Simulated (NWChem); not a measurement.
## What each level costs for silylphosphine (H$_{5}$PSi)

```xyz
7

Si    -1.0750     0.0955     0.2241
P      1.1290    -0.0772    -0.3490
H     -1.8516    -0.8869    -0.6096
H     -1.5361     1.4869    -0.1148
H     -1.3593    -0.1700     1.6789
H      1.2981    -1.3190     0.3647
H      1.5638     0.7099     0.7785
```
Charge 0, spin multiplicity 1.

Everything below was run with NWChem. Structure: optimised with PBE/def2-SVP, a minimum by its harmonic frequencies.

Basis set: cc-pVDZ (61 functions). Each entry is one whole single-point run; the coupled-cluster runs use the TCE module, and the SCF and DFT modules converge to different thresholds.

The correlated methods keep 10 core orbitals frozen. B3LYP has NWChem's definition, with VWN1-RPA local correlation.

Question: Roughly how much processor time does each of these take, relative to RHF: MP2, RI-MP2, B2PLYP, PBE, B3LYP, M06-2X, CR-CCSD(T)?

Answer: RI-MP2 about the same, within a factor of 3; MP2 about the same, within a factor of 3; B3LYP about the same, within a factor of 3; PBE about the same, within a factor of 3; B2PLYP about 4; M06-2X about 4; CR-CCSD(T) about 9 (rough ratios from shared machines).
